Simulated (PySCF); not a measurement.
**B3LYP on Ta (tantalum, neutral)**

Configuration: [Xe] 4f14 5d4 6s1, 6s spin antiparallel (an excited configuration). Computed with PySCF 2.14 in x2c-QZVPPall (16s10p9d5f2g, 144 functions), with the spin-free X2C one-electron Hamiltonian (Gaussian nucleus).

* Total energy: -15605.64 hartree
* One-electron energy: -21420.15 hartree
* Hartree (Coulomb) energy: 6135.68 hartree
* Exchange-correlation energy: -321.17 hartree
* ⟨S²⟩: 4.7430
* ⟨L²⟩: 6.060
* Sum of ⟨r⟩: 44.96 bohr
* Sum of ⟨r²⟩: 68.93 bohr²
* Traceless quadrupole moment −½Σ⟨3z² − r²⟩ along its main axis: -1.05 e·bohr²
* Langevin diamagnetic susceptibility: -54.6 ×10⁻⁶ cm³/mol
* Time after the integrals: about 9 core-seconds

| shell | electrons | mean orbital energy (hartree) | spread (hartree) | rms radius, mean of both spins (bohr) |
| --- | --- | --- | --- | --- |
| 1s β | 1 | -2472.03117 | 0 | 0.0211 |
| 1s α | 1 | -2472.03017 | 0 | 0.0211 |
| 2s α | 1 | -425.66387 | 0 | 0.0854 |
| 2s β | 1 | -425.65897 | 0 | 0.0854 |
| 2p α | 3 | -374.22760 | 0.00139 | 0.0775 |
| 2p β | 3 | -374.22326 | 0.00267 | 0.0775 |
| 3s α | 1 | -97.91750 | 0 | 0.219 |
| 3s β | 1 | -97.91713 | 0 | 0.219 |
| 3p α | 3 | -82.48122 | 0.00474 | 0.220 |
| 3p β | 3 | -82.48042 | 0.00523 | 0.220 |
| 3d α | 5 | -63.87853 | 0.00422 | 0.201 |
| 3d β | 5 | -63.87536 | 0.00554 | 0.201 |
| 4s α | 1 | -20.12746 | 0 | 0.488 |
| 4s β | 1 | -20.12395 | 0 | 0.488 |
| 4p α | 3 | -15.01714 | 0.00963 | 0.520 |
| 4p β | 3 | -15.01340 | 0.01115 | 0.520 |
| 4d α | 5 | -8.31488 | 0.00939 | 0.564 |
| 4d β | 5 | -8.30943 | 0.01363 | 0.564 |
| 5s α | 1 | -2.72833 | 0 | 1.17 |
| 5s β | 1 | -2.67748 | 0 | 1.17 |
| 5p α | 3 | -1.48441 | 0.00795 | 1.39 |
| 5p β | 3 | -1.40957 | 0.02919 | 1.39 |
| 4f α | 7 | -0.95054 | 0.01131 | 0.719 |
| 4f β | 7 | -0.94039 | 0.01470 | 0.719 |
| 6s β | 1 | -0.17927 | 0 | 3.82 |
| 5d α | 4 | -0.14343 | 0.02081 | 2.58 |

Spin-orbit coupling, absent here, splits the open shell strongly. With the s spin flipped the determinant is a mixture of two multiplicities, not a spectroscopic state.

Densities and radii are taken from the X2C orbitals without a picture-change correction, which distorts them close to the nucleus.
